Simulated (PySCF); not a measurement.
# Ionisation energy of Ge by level of theory

Ge [Ar] 3d10 4s2 4p2 (3P) → Ge+ [Ar] 3d10 4s2 4p1 (2P), as a difference of total energies. Calculation: PySCF 2.14, in ANO-RCC-VTZP (6s5p3d1f, 43 functions); the spin-free X2C one-electron Hamiltonian (Gaussian nucleus). Correlated levels: valence: [Ar] 3d10 frozen. The calculations carry no spin-orbit coupling.

```csv
method,ionisation energy (eV),error (eV)
UHF,7.404,-0.521
MP2 (valence),7.668,-0.257
SCS-MP2 (valence),7.600,-0.325
CCSD (valence),7.686,-0.239
CCSD(T) (valence),7.696,-0.229
CCSDT (valence),7.698,-0.227
```

Reference: 7.925 eV (measured; NIST levels, between the centres of gravity of the two terms).

Errors of the correlated levels include the incompleteness of this basis and the frozen core.
